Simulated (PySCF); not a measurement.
Species: H8NPSi2.
Numbering: `[NH2:1][SiH2:2][PH:3][SiH3:4]` (hydrogens: H5, H6 on N1; H7, H8 on Si2; H9 on P3; H10, H11, H12 on Si4)

Computed by this run: PySCF 2.14.0, PBE0-D3(BJ)/def2-SVP geometry optimisation, gas phase; density fitting, grid level 1; the optimiser is geomeTRIC in internal coordinates, started from a GFN2-xTB structure with every atom displaced at random (about 0.01 Å).

The end geometry, which sets the zero of energy:
```
atom  x, y, z in Å
N1      1.9884    0.6319    0.7664
Si2     1.2140   -0.7020   -0.0088
P3     -0.4636   -0.0572   -1.4123
Si4    -1.9344    0.4272    0.2288
H5      1.5558    1.0554    1.5794
H6      2.4803    1.3259    0.2148
H7      2.2039   -1.4255   -0.8619
H8      0.7061   -1.6028    1.0710
H9     -0.9613   -1.3764   -1.6578
H10    -3.2431    0.8558   -0.3500
H11    -1.3596    1.5718    1.0037
H12    -2.1726   -0.7056    1.1777
```

Problem. These geometries come from the run, each turned onto the end geometry. Order them by energy, lowest first.
A.
```
atom  x, y, z in Å
N1      2.1401    0.5811    0.7618
Si2     1.2160   -0.6798    0.0249
P3     -0.4428    0.0699   -1.3483
Si4    -2.0166    0.4125    0.2297
H5      1.7737    1.0373    1.5909
H6      2.6035    1.2558    0.1620
H7      2.1022   -1.4920   -0.8630
H8      0.6781   -1.5321    1.1291
H9     -0.9080   -1.2393   -1.7051
H10    -3.3368    0.6526   -0.4280
H11    -1.6381    1.6447    0.9899
H12    -2.1576   -0.7124    1.2072
```
B.
```
atom  x, y, z in Å
N1      2.1838    0.5135    0.7703
Si2     1.2170   -0.7103    0.0266
P3     -0.4731    0.1003   -1.2496
Si4    -2.0429    0.4175    0.2455
H5      1.7261    1.1026    1.4633
H6      2.7132    1.1307    0.1600
H7      2.1333   -1.4260   -0.8688
H8      0.7602   -1.5280    1.1342
H9     -0.8999   -1.1253   -1.6480
H10    -3.3233    0.5925   -0.4879
H11    -1.7483    1.6242    1.0039
H12    -2.2325   -0.6935    1.2015
```
C.
```
atom  x, y, z in Å
N1      2.1664    0.5824    0.7662
Si2     1.2209   -0.6686    0.0365
P3     -0.4419    0.0712   -1.3384
Si4    -2.0270    0.4078    0.2294
H5      1.8187    1.0367    1.5959
H6      2.6204    1.2580    0.1539
H7      2.0923   -1.4833   -0.8666
H8      0.6791   -1.5409    1.1291
H9     -0.9182   -1.2473   -1.7140
H10    -3.3392    0.6475   -0.4453
H11    -1.6751    1.6474    0.9953
H12    -2.1827   -0.7125    1.2090
```
D.
```
atom  x, y, z in Å
N1      2.0531    0.6078    0.7616
Si2     1.2020   -0.6921    0.0043
P3     -0.4506    0.0181   -1.3958
Si4    -1.9630    0.4165    0.2326
H5      1.6369    1.0488    1.5743
H6      2.5540    1.2894    0.2024
H7      2.1393   -1.4850   -0.8462
H8      0.6559   -1.5365    1.1107
H9     -0.9272   -1.2898   -1.7169
H10    -3.2980    0.7241   -0.3619
H11    -1.4751    1.6133    0.9862
H12    -2.1137   -0.7161    1.1997
```

Solution. D (0.003 eV), A (0.007 eV), C (0.018 eV), B (0.185 eV).

In the order of the answer:

```
step  E above end (eV)  largest force (eV/Å)  rms force component (eV/Å)  rms distance from end (Å)  rms bond change (Å)  bond most changed (Å)
   5             0.003                  0.06                       0.018                      0.089                0.001           P3–H9 -0.003
   2             0.007                  0.08                       0.026                      0.162                0.001           P3–H9 +0.003
   1             0.018                  0.42                       0.134                      0.178                0.007           P3–H9 +0.020
   0             0.185                  1.86                       0.534                      0.223                0.037           P3–H9 -0.074
```

What follows is the cost of the whole optimisation. Time: 46 s; peak memory 0.44 GiB. Hardware: one thread, Arm Neoverse V1 (aarch64) (shared host).
